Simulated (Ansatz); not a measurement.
Reaction (substitution at a C–C bond): `ClCCI` + `O[SiH2]F` → `F[SiH2]OCI` + `CCl`

Computed with Ansatz on PBE0-D4/def2-TZVP structures; ΔE is electronic, products minus reactants. CBS: MP2 limit from def2 TZ/QZ plus the TZ coupled-cluster correction, frozen cores. This one scheme is used for every species. Functionals use def2-TZVPP. B3LYP here is the variant with VWN-RPA as its local correlation; programs differ in this. def2 core potentials past Kr. For I outer-core shells are correlated without core-valence functions, which leaves a few kJ/mol of doubt a bond. Each species was taken in one conformer, which may not be the lowest.

| level | ΔE (kJ/mol) |
| --- | --- |
| PBE-D4 | 52.8 |
| r2SCAN-D4 | 55.3 |
| B3LYP-D4 | 49.9 |
| r2SCAN | 55.7 |

What does CCSD(T)/CBS give? (An estimate is asked.)

Computed: +65.2 kJ/mol. The listed levels differ from it by -12.4, -9.9, -15.3, -9.5 kJ/mol.

Largest T1 diagnostic among the species: 0.011.

In def2-TZVPP, CCSD(T) changes the Hartree–Fock value by +8.3 kJ/mol (the triples alone add −0.1 kJ/mol) and MP2 by +15.7 kJ/mol. From PBE to PBE0 (25 % exact exchange), in def2-TZVPP and without D4, ΔE moves by +4.4 kJ/mol.
